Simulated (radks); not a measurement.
Results of a calculation; reference values are marked as such.
Problem. Pd V, configuration [Kr] 4d6. Level of theory: scalar-relativistic Kohn-Sham, PBE, spin-polarised, spherical densities, finite nucleus; open shells are filled with parallel spins first (spin-orbit coupling, left out, can overturn this in heavy ions); Fermi nuclear charge, rms radius 4.5318 fm (a radial shooting solver on a logarithmic mesh with Libxc functionals). Some entries of the table are withheld. Estimate them.

orbital  occ.  eigenvalue (eV)  <1/r> (bohr^-1)  <r^2> (bohr^2)
1s down     1        -24224.75            48.23        0.001371
1s up       1        -24224.75            48.23        0.001371
2s up       1        -3588.592            10.94         0.02256
2s down     1        -3587.766            10.94         0.02256
2p up       3        -3223.531            10.58         0.01777
2p down     3        -3222.908            10.58         0.01777
3s up       1        -695.8036            3.828          0.1646
3s down     1        -695.3965            3.828          0.1645
3p up       3        -575.8636            3.647          0.1665
3p down     3        -575.3954            3.646          0.1664
3d up       5        -385.5184            3.420          0.1525
3d down     5        -384.7774            3.420          0.1523
4s up       1        -144.5319            1.473          0.9841
4s down     1        -141.0724            1.480          0.9794
4p up       3        -109.6429            1.334           1.169
4p down     3        -106.0520            1.339           1.168
4d up       5         -58.7343              (1)           1.809
4d down     1         -55.1889              (2)           1.853
5s up       0         -42.5697           0.5892           5.510
5s down     0         -40.7566           0.5753           5.704
5p up       0         -33.9134           0.5151           7.121
5p down     0         -32.4369           0.5027           7.399

Solution. 
(1) 4d up <1/r> (bohr^-1): 1.057
(2) 4d down <1/r> (bohr^-1): 1.051
